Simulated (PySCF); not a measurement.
# How methods differ on the ionisation energy of Fe²⁺

Fe²⁺ [Ar] 3d6 (5D) → Fe³⁺ [Ar] 3d5 (6S), as a difference of total energies. Computed with PySCF 2.14 in aug-cc-pwCVTZ (10s9p7d4f3g, 127 functions), with no relativity, point nucleus. Correlated levels: valence: [Ar] frozen; valence and next inner shell: [Ne] frozen; nothing frozen. The calculations carry no spin-orbit coupling.

Question: Order these methods by the ionisation energy they give, lowest first.
A. PBE0
B. SCS-MP2 (valence)
C. HSE06
D. MP2 (valence)

Answer: D (30.247 eV), B (30.486 eV), A (31.206 eV), C (31.233 eV).

A first-order spin-orbit estimate (lowest level to lowest level, LS coupling) adds 0.060 eV.

These non-relativistic numbers lack the scalar-relativistic shift.

Errors of the correlated levels include the incompleteness of this basis and the frozen core.

For comparison: 30.651 ± 0.012 eV (measured; NIST Atomic Spectra Database, ionization energies).
